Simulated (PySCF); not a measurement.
## A small calculation by hand: oscillator strength and radiative lifetime

Sn(OMe)2 (C2H6O2Sn), SMILES C[O][Sn][O]C (connectivity only; charge and spin as stated), neutral, multiplicity 1.

The structure is a stationary point at PBE0-D3(BJ)/def2-SVP. The structure was generated by enumeration; whether it is a known compound was not checked. The def2 effective core potentials stand for the cores of Sn; spin–orbit coupling is left out. Other conformers were not sampled.

TDA-PBE/def2-SVPD (PySCF) puts the first singlet state with f over 0.02 at 4.03 eV (vertical), with the transition dipole (0.100, 0.638, 0.000) in atomic units.

Task: Find the oscillator strength, the wavelength and the radiative lifetime that this transition would have in vacuum if emission retraced absorption.

Result: 
|μ|² = 0.4170 au, so |μ| = 1.64 D. ΔE = 4.03/27.211 = 0.1481 hartree. f = (2/3) ΔE |μ|² = 0.041 (the program prints 0.041).
λ = 1239.84/4.03 = 308 nm; ν = 32504 cm⁻¹.
Einstein's coefficient A = 0.6670 ν² f s⁻¹ (ν in cm⁻¹) = 2.9e7 s⁻¹, so τ = 1/A = 34 ns. This state is S2; the lower singlet has f = 0.000. The figure is the radiative limit of this one transition; relaxation, internal conversion, crossing to triplets and a medium change what is measured.
